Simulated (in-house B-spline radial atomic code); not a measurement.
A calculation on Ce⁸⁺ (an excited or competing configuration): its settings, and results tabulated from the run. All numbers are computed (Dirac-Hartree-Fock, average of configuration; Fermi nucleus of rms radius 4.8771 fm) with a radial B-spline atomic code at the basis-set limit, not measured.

Command:
```bash
python run_scf.py task.json out
```
Settings (nuclear radius in fm, mass in u):
```
Z                58
configuration    [Kr] 4d10 5s2 5p1 7d1
hamiltonian      dirac
method           hf
spin_polarised   False
nucleus          fermi
rms_radius       4.8771
atomic_mass      139.90545
speed_of_light   137.035999084
```

Output (hartree, bohr):
```
 radial grid: 69 intervals, B-splines of order 8, outer radius 28.1609 bohr

 iter        energy (Eh)    residual
    1       -8807.725441    1.46e+00
    2       -8836.860272    6.66e-01
    3       -8842.102926    2.07e-01
    4       -8842.639747    7.13e-02
    5       -8842.691480    2.35e-02
    6       -8842.700051    1.18e-03
    7       -8842.700073    3.17e-04
    8       -8842.700074    2.03e-05
    9       -8842.700074    5.39e-07

 total energy                     -8842.70007
 kinetic                            9487.2710
 electron-nucleus                 -21313.4474
 electron-electron                  2983.4764

 first-order corrections (not in the total)
   Gaunt                             8.2489
   retardation                      -0.8592
   frequency dependence             -0.0941
   self-energy                       5.6772
   Uehling                          -0.8369
   Wichmann-Kroll                    0.0224
   recoil                            0.0229

 orbital      occ     eigenvalue          <r>       <r^2>       <1/r>       r_max    small
 1s1/2      2.000     -1499.6081    0.0245682 0.000820575     63.3418     0.01574  4.61e-02
 2s1/2      2.000      -248.0030     0.104625   0.0129784     14.9533     0.08911  1.00e-02
 2p1/2      2.000      -233.7961    0.0880445  0.00955703      14.894     0.06806  1.00e-02
 2p3/2      4.000      -217.3300    0.0942051   0.0108112     13.5014     0.07328  9.43e-03
 3s1/2      2.000       -58.7723     0.276994   0.0877954     5.41622      0.2541  3.10e-03
 3p1/2      2.000       -52.7211     0.267262   0.0829998     5.31667      0.2413  3.03e-03
 3p3/2      4.000       -49.4075      0.27911   0.0903259     4.97321      0.2525  2.87e-03
 3d3/2      4.000       -38.9793     0.250476   0.0739444     4.82588      0.2033  2.73e-03
 3d5/2      6.000       -38.2781     0.254207   0.0760239     4.73833      0.2065  2.68e-03
 4s1/2      2.000       -16.2051     0.632611    0.450425     2.23579      0.5908  9.43e-04
 4p1/2      2.000       -13.8484     0.651835    0.481751      2.1294      0.6011  8.75e-04
 4p3/2      4.000       -13.1184     0.676149    0.518059     2.02523      0.6238  8.30e-04
 4d3/2      4.000        -9.1857     0.722043    0.599957     1.82209      0.6428  6.96e-04
 4d5/2      6.000        -9.0547     0.730871    0.614423     1.79469      0.6506  6.82e-04
 5s1/2      2.000        -5.5625      1.36953     2.08311     0.97481       1.297  2.65e-04
 5p1/2      0.333        -4.9156      1.45794     2.36595     0.91055       1.378  2.40e-04
 5p3/2      0.667        -4.7621      1.50125     2.50676    0.877646       1.423  2.29e-04
 7d3/2      0.400        -1.2991      4.92895     27.1467    0.278901       5.269  4.88e-05
 7d5/2      0.600        -1.2939      4.94995      27.378     0.27759       5.294  4.86e-05
```

Time taken, with all properties: 1.1 s on 1 thread of Intel(R) Xeon(R) Platinum 8559C, with other jobs on the host.

For the Dirac Hamiltonian the kinetic term is c α·p + (β - 1)c².
